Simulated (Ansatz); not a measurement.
A made-up structure of CH3Se (charge +1), closed shell:

```xyz
5
angstrom
C -0.5712 -0.2063 -0.2507
Se 1.0656 0.8608 -0.3718
H -0.8298 -0.9077 0.7083
H -1.3537 -0.1557 -1.1821
H 1.6891 0.4089 1.0963
```

It is relaxed with PBE-D4/def2-SVP and then PBE0-D4/def2-TZVP (Ansatz 0.2.0). Atoms count as bonded within 1.22 times the sum of their covalent radii (H–H: 0.88 Å). The end point is not checked to be a true minimum.

(1) Does its bonding change? (A judgement: the text doesn't fix the answer.)

## Answers

(1) Computed: No: no bond forms or breaks.

Where it ends: The first stage lowers the energy by 0.94 eV in 5 steps. It ends as CH₃Se ([CH2][SeH]), total charge +1:
| atom | x (Å) | y (Å) | z (Å) |
| --- | --- | --- | --- |
| C1 | -0.5099 | -0.1842 | -0.2238 |
| Se2 | 0.9514 | 0.7686 | -0.3321 |
| H3 | -0.7408 | -0.8104 | 0.6324 |
| H4 | -1.2088 | -0.1392 | -1.0553 |
| H5 | 1.5081 | 0.3652 | 0.9788 |

Labels in which every atom is bracketed show which atoms are joined, not bond orders.

For scale, one of the runs: PBE0-D4/def2-TZVP relaxation, 97 basis functions, launched by `ansatz run in.yaml --threads 2 --pin off --events-out ev --progress --plain --max-ram 4352MiB`. Hardware: 2 CPU threads of an Intel Xeon Platinum 8488C, shared host. Wall time about 7.5 s.
